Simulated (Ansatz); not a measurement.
`C[O][Mo](=[O])(=[S])[Cl]` + HCl → `[O]=[Mo](=[S])([Cl])[Cl]` + CH₃OH at 600 K and 1 bar (ligand exchange at a Mo–O bond).

Gas-phase electronic energies from Ansatz, PBE0-D4/def2-TZVP geometries. CCSD(T)/CBS adds triple-zeta CCSD(T) − MP2 to the extrapolated MP2 energy (def2 sets, frozen cores). This one scheme is used for every species. Elements past krypton have def2 core potentials. For Mo outer-core shells are correlated without core-valence functions, which leaves a few kJ/mol of doubt a bond. Each species was taken in one conformer, which may not be the lowest.

```csv
species,CCSD(T)/CBS energy (Eh),H − E (kJ/mol),S (J/(mol·K))
`C[O][Mo](=[O])(=[S])[Cl]`,-1116.04987,192.3,491.0
HCl,-460.38127,35.4,207.2
`[O]=[Mo](=[S])([Cl])[Cl]`,-1460.81919,69.5,422.4
CH₃OH,-115.61712,163.6,277.3
```

H − E and S are ideal-gas, rigid-rotor, harmonic terms from PBE0-D4/def2-TZVP, for one conformer and one mirror image of each species. 1 Eh = 2625.50 kJ/mol, R = 8.31446 J/(mol·K).

Question: By hand: ΔE, ΔH, ΔS and ΔG.

Answer: ΔE = (-1460.81919) + (-115.61712) − (-1116.04987) − (-460.38127) = -0.00517 Eh = -13.6 kJ/mol. Δ(H − E) = 69.5 + 163.6 − 192.3 − 35.4 = 5.4, so ΔH = -8.2 kJ/mol. ΔS = 422.4 + 277.3 − 491.0 − 207.2 = 1.5 J/(mol·K). ΔG = -8.2 − 600 × (1.5)/1000 = -9.1 kJ/mol.

Question: By hand: the equilibrium constant, and the temperature at which ΔG would vanish if ΔH and ΔS stayed fixed.

Answer: log₁₀ K = −ΔG/(RT ln 10) = 0.8. ΔH and −TΔS have one sign here, so there is no such temperature. One of them is within its doubt of zero, so this could turn.

The number of gas molecules stays the same, so ΔS is small and ΔH decides. A doubt of 5 kJ/mol in ΔE shifts log₁₀ K by 0.4 here. Other conformers and mirror images would add mixing entropy, several J/(mol·K) or more a flexible species. Modes under 60 cm⁻¹, often nearly free rotors, make the harmonic entropy too high. These are equilibria of isolated gas molecules and say nothing of rates. Largest T1 diagnostic: 0.024 (customary marks: 0.02 for closed shells, 0.045 for open ones).
